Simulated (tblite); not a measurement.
Compound: C₇H₁₀B₂.
SMILES with atom numbers: `[BH:1]1[CH:2]=[CH:3][BH:4][C:5]([CH:6]2[CH2:7][CH2:8]2)=[CH:9]1` (hydrogens: H10 on B1; H11 on C2; H12 on C3; H13 on B4; H14 on C6; H15, H16 on C7; H17, H18 on C8; H19 on C9)

Computed with GFN2-xTB (tblite), gas phase: L-BFGS steps from a force-field or distance-geometry start until the largest atomic force falls under 0.01 eV/Å.

Step 9: E = -610.8349 eV
```
atom  x, y, z in Å  |  force x, y, z in eV/Å
B1      2.3375    0.6797   -1.0041    0.031  -0.028   0.080
C2      2.9295   -0.1417    0.1827   -0.022  -0.027   0.072
C3      2.1071   -0.7260    1.0732    0.038   0.058  -0.008
B4      0.5670   -0.6193    0.9242   -0.002   0.106  -0.075
C5     -0.0269   -0.0139   -0.3991    0.019   0.035   0.066
C6     -1.4873    0.0389   -0.6435    0.085   0.080   0.044
C7     -2.4789   -0.7557    0.1647    0.029   0.086   0.042
C8     -2.3661    0.7191    0.3871   -0.013  -0.105   0.060
C9      0.8233    0.5706   -1.2806   -0.029   0.020   0.000
H10     3.0205    1.4222   -1.5991   -0.015   0.021  -0.075
H11     4.0022   -0.1926    0.3522   -0.007  -0.006  -0.059
H12     2.5368   -1.2214    1.9405    0.005  -0.053  -0.035
H13    -0.1155   -0.9302    1.8178   -0.060  -0.039   0.116
H14    -1.7517    0.2376   -1.6766   -0.027  -0.009  -0.033
H15    -2.1007   -1.4199    0.9289   -0.051   0.063  -0.098
H16    -3.3573   -1.1338   -0.3419    0.078   0.049   0.011
H17    -3.1619    1.3606    0.0354    0.043  -0.033  -0.019
H18    -1.8921    1.0802    1.2924   -0.045  -0.128  -0.099
H19     0.4047    1.0549   -2.1618   -0.058  -0.091   0.009
```

Step 10: E = -610.8382 eV
```
atom  x, y, z in Å  |  force x, y, z in eV/Å
B1      2.3378    0.6809   -1.0054    0.020   0.007   0.102
C2      2.9274   -0.1375    0.1854    0.042  -0.020  -0.007
C3      2.1060   -0.7218    1.0744   -0.005  -0.002   0.036
B4      0.5653   -0.6187    0.9266   -0.017   0.126  -0.014
C5     -0.0275   -0.0099   -0.3954    0.026   0.028   0.040
C6     -1.4867    0.0407   -0.6432    0.072   0.062   0.024
C7     -2.4791   -0.7540    0.1657    0.043   0.009  -0.029
C8     -2.3670    0.7161    0.3888   -0.002  -0.012   0.008
C9      0.8227    0.5739   -1.2780   -0.013  -0.029   0.002
H10     3.0202    1.4231   -1.6029   -0.020   0.000  -0.067
H11     4.0008   -0.1973    0.3498   -0.014   0.012  -0.051
H12     2.5367   -1.2250    1.9369    0.002  -0.040  -0.028
H13    -0.1146   -0.9320    1.8248   -0.036  -0.027   0.054
H14    -1.7505    0.2416   -1.6780   -0.017  -0.027   0.024
H15    -2.1051   -1.4210    0.9267    0.003   0.035  -0.039
H16    -3.3522   -1.1366   -0.3434    0.014   0.055  -0.022
H17    -3.1574    1.3604    0.0343   -0.011  -0.009  -0.022
H18    -1.8908    1.0781    1.2896   -0.021  -0.106  -0.019
H19     0.4044    1.0481   -2.1640   -0.066  -0.063   0.008
```

Step 11: E = -610.8400 eV
```
atom  x, y, z in Å  |  force x, y, z in eV/Å
B1      2.3383    0.6815   -1.0043    0.004   0.040   0.066
C2      2.9273   -0.1359    0.1865    0.006  -0.035   0.001
C3      2.1052   -0.7199    1.0758    0.008   0.006   0.001
B4      0.5642   -0.6163    0.9279   -0.022   0.103   0.060
C5     -0.0273   -0.0073   -0.3930    0.023   0.033   0.021
C6     -1.4852    0.0429   -0.6428    0.024   0.033   0.020
C7     -2.4786   -0.7529    0.1657    0.049  -0.014  -0.075
C8     -2.3678    0.7145    0.3897    0.007   0.026  -0.042
C9      0.8224    0.5749   -1.2769    0.011  -0.045   0.005
H10     3.0196    1.4234   -1.6058   -0.028  -0.019  -0.048
H11     4.0001   -0.1991    0.3476    0.011   0.011  -0.038
H12     2.5367   -1.2275    1.9347    0.002  -0.040  -0.010
H13    -0.1149   -0.9333    1.8288   -0.010  -0.009   0.002
H14    -1.7503    0.2428   -1.6781   -0.004  -0.026   0.044
H15    -2.1072   -1.4206    0.9247    0.038   0.002   0.009
H16    -3.3493   -1.1365   -0.3443   -0.024   0.047  -0.049
H17    -3.1553    1.3599    0.0334   -0.042   0.009  -0.023
H18    -1.8907    1.0749    1.2878    0.004  -0.074   0.052
H19     0.4028    1.0438   -2.1648   -0.059  -0.050   0.006
```

**Question.** Estimate the geometry and energy of step 12. (The exact step hangs on the optimiser's Hessian estimate; all steps are aligned on step 11, rigid shifts and turns removed.)

**Answer.** E = -610.8419 eV, largest force 0.140 eV/Å
```
atom  x, y, z in Å  |  force x, y, z in eV/Å
B1      2.3389    0.6832   -1.0019   -0.018   0.063   0.012
C2      2.9270   -0.1350    0.1877    0.004  -0.017  -0.017
C3      2.1047   -0.7178    1.0770   -0.006  -0.008   0.007
B4      0.5628   -0.6116    0.9306   -0.008   0.066   0.123
C5     -0.0268   -0.0041   -0.3901    0.014   0.038   0.012
C6     -1.4832    0.0456   -0.6419   -0.008   0.002  -0.012
C7     -2.4770   -0.7520    0.1642    0.026  -0.055  -0.086
C8     -2.3684    0.7132    0.3897    0.006   0.075  -0.057
C9      0.8226    0.5752   -1.2757    0.031  -0.044   0.002
H10     3.0183    1.4233   -1.6098   -0.033  -0.035  -0.022
H11     3.9997   -0.2008    0.3447    0.028   0.003  -0.025
H12     2.5367   -1.2309    1.9323   -0.002  -0.035  -0.001
H13    -0.1153   -0.9347    1.8330    0.013   0.013  -0.042
H14    -1.7501    0.2436   -1.6774    0.013  -0.020   0.051
H15    -2.1085   -1.4202    0.9228    0.059  -0.016   0.034
H16    -3.3467   -1.1356   -0.3463   -0.038   0.039  -0.069
H17    -3.1539    1.3596    0.0321   -0.054   0.017  -0.015
H18    -1.8906    1.0702    1.2870    0.013  -0.042   0.098
H19     0.4001    1.0382   -2.1655   -0.040  -0.041   0.007
```

The energy changes by -0.0020 eV. The first-order estimate −F·Δx gives -0.0026 eV and the mean of the old and new forces, exact on a quadratic surface, -0.0020 eV. The step makes an angle of 51° with the force vector and moves no atom by more than 0.006 Å.

The cost below is that of the whole relaxation. Time: 1.1 s. Hardware: one thread of an Arm Neoverse N1, on a shared host.
